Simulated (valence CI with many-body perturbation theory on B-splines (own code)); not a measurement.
From CI to CI+MBPT in Xe XLI

Computed by configuration interaction combined with many-body perturbation theory (CI+MBPT): four valence electrons over a frozen Dirac-Fock core [Ne], radial functions for each j: 11 s, 11 p, 9 d, 7 f, 5 g, 2 h, 1 i, with the one-electron correlation potential Σ1 (screened to all orders), the two-electron term Σ2, the three-electron term Σ3, Breit, model QED; selected single and double excitations, second order for the rest (own B-spline code, finite nucleus).

The last digits are not significant, and no measured levels were compared; by estimate large intervals hold to a few tenths of a per cent, small ones and those within an open d or f shell to about a per cent.

Each rung adds one term. CI alone is the Dirac-Coulomb CI over the frozen core; QED comes last and gives the full result, which names the levels. Energies are above (3s^2 3p1/2^2) J=0 on the same rung, in eV.

Levels are named by their leading jj configuration (3d3/2^4 stands for four electrons in 3d with j = 3/2), which in mixed levels can hold well under half, so a name can repeat and another be missing. Letters in brackets count levels of one name in rising energy.

```
                         Level  CI alone    + Σ1    + Σ2    + Σ3  + Breit    Full
        (3s^2 3p1/2 3p3/2) J=1     74.69   74.77   74.85   74.87    73.69   73.83
        (3s^2 3p1/2 3p3/2) J=2     81.30   81.38   81.43   81.43    80.09   80.23
            (3s^2 3p3/2^2) J=2    160.54  160.71  160.83  160.84   158.41  158.68
            (3s^2 3p3/2^2) J=0    174.42  174.58  174.64  174.62   172.37  172.64
        (3s 3p1/2^2 3p3/2) J=2    177.16  177.03  177.12  177.18   177.00  175.77
        (3s 3p1/2^2 3p3/2) J=1    197.17  197.05  196.92  196.96   196.73  195.61
        (3s^2 3p1/2 3d3/2) J=2    222.85  222.74  222.63  222.61   220.83  220.75
    (3s 3p1/2 3p3/2^2) J=2 [a]    239.96  239.91  240.05  240.10   238.47  237.78
        (3s^2 3p1/2 3d5/2) J=3    248.11  248.07  248.05  248.05   245.80  245.45
        (3s^2 3p1/2 3d3/2) J=1    250.01  249.90  249.23  249.13   247.69  247.43
        (3s^2 3p1/2 3d5/2) J=2    264.07  264.02  263.68  263.64   261.80  261.32
        (3s 3p1/2 3p3/2^2) J=3    266.78  266.74  266.62  266.61   264.68  263.99
        (3s 3p1/2 3p3/2^2) J=0    270.26  270.21  270.29  270.33   269.14  268.12
    (3s 3p1/2 3p3/2^2) J=1 [a]    278.57  278.52  278.44  278.47   277.05  276.09
    (3s 3p1/2 3p3/2^2) J=2 [b]    282.75  282.70  282.42  282.43   280.78  279.95
    (3s 3p1/2 3p3/2^2) J=1 [b]    289.38  289.32  288.82  288.83   287.63  286.53
        (3s^2 3p3/2 3d3/2) J=2    323.91  323.91  323.40  323.32   320.62  320.44
        (3s^2 3p3/2 3d5/2) J=2    324.27  324.26  324.16  324.16   321.00  320.85
        (3s^2 3p3/2 3d3/2) J=3    324.55  324.53  324.07  323.97   320.92  320.94
        (3s^2 3p3/2 3d3/2) J=1    324.38  324.35  323.83  323.76   321.13  321.02
        (3s^2 3p3/2 3d5/2) J=4    325.29  325.33  325.28  325.25   321.53  321.67
        (3s^2 3p3/2 3d3/2) J=0    325.67  325.64  325.16  325.07   322.53  322.48
        (3s 3p1/2^2 3d3/2) J=1    327.22  326.89  326.76  326.76   326.29  324.84
        (3s 3p1/2^2 3d3/2) J=2    331.25  330.93  330.76  330.75   330.15  328.69
        (3s^2 3p3/2 3d5/2) J=3    351.03  351.06  350.49  350.34   346.82  346.91
        (3s^2 3p3/2 3d5/2) J=1    353.80  353.84  353.47  353.33   350.11  350.09
        (3s 3p1/2^2 3d5/2) J=3    353.68  353.42  353.17  353.15   351.81  350.42
        (3s 3p1/2^2 3d5/2) J=2    360.81  360.56  360.32  360.32   359.27  357.70
              (3s 3p3/2^3) J=2    364.19  364.22  363.77  363.72   361.12  360.37
              (3s 3p3/2^3) J=1    381.98  382.00  381.36  381.30   378.88  377.99
(3s 3p1/2 3p3/2 3d3/2) J=2 [a]    385.70  385.45  385.28  385.31   384.27  382.55
```

**Question.** How does the ionisation energy move along the ladder, and which term matters most?

**Answer.** CI alone 2979.7, + Σ1 2980.7, + Σ2 2980.7, + Σ3 2980.5, + Breit 2977.4, + QED 2977.5 eV. The largest step is Breit, -3.1 eV. NIST lists 2975 ± 4 eV (theoretical).
